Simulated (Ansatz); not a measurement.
`[CH3][InH][Cl]` + `C=C=CO` → `C=C=C[O][InH][CH3]` + HCl at 400 K and 1 bar (ligand exchange at the In–Cl bond).

Calculated with Ansatz (gas phase, PBE0-D4/def2-TZVP geometries, no zero-point term in ΔE). CBS: MP2 limit from def2 TZ/QZ plus the TZ coupled-cluster correction, frozen cores. This one scheme is used for every species. Elements past krypton have def2 core potentials. For In outer-core shells are correlated without core-valence functions, which leaves a few kJ/mol of doubt a bond. Each species was taken in one conformer, which may not be the lowest.

| species | CCSD(T)/CBS energy (Eh) | H − E (kJ/mol) | S (J/(mol·K)) |
| --- | --- | --- | --- |
| `[CH3][InH][Cl]` | -690.09240 | 138.2 | 366.6 |
| `C=C=CO` | -191.65809 | 183.5 | 304.8 |
| `C=C=C[O][InH][CH3]` | -421.34368 | 283.5 | 453.3 |
| HCl | -460.38127 | 29.6 | 195.4 |

H − E and S are ideal-gas, rigid-rotor, harmonic terms from PBE0-D4/def2-TZVP, for one conformer and one mirror image of each species. 1 Eh = 2625.50 kJ/mol, R = 8.31446 J/(mol·K).

Task: By hand: ΔE, ΔH, ΔS and ΔG.

Result: ΔE = (-421.34368) + (-460.38127) − (-690.09240) − (-191.65809) = 0.02554 Eh = 67.1 kJ/mol. Δ(H − E) = 283.5 + 29.6 − 138.2 − 183.5 = -8.6, so ΔH = 58.5 kJ/mol. ΔS = 453.3 + 195.4 − 366.6 − 304.8 = -22.7 J/(mol·K). ΔG = 58.5 − 400 × (-22.7)/1000 = 67.6 kJ/mol.

Task: By hand: the equilibrium constant, and the temperature at which ΔG would vanish if ΔH and ΔS stayed fixed.

Result: log₁₀ K = −ΔG/(RT ln 10) = -8.8. ΔH and −TΔS have one sign here, so there is no such temperature.

ΔH outweighs TΔS. A doubt of 5 kJ/mol in ΔE shifts log₁₀ K by 0.7 here. Other conformers and mirror images would add mixing entropy, several J/(mol·K) or more a flexible species. Modes under 60 cm⁻¹, often nearly free rotors, make the harmonic entropy too high. These are equilibria of isolated gas molecules and say nothing of rates. Largest T1 diagnostic: 0.015 (customary marks: 0.02 for closed shells, 0.045 for open ones).
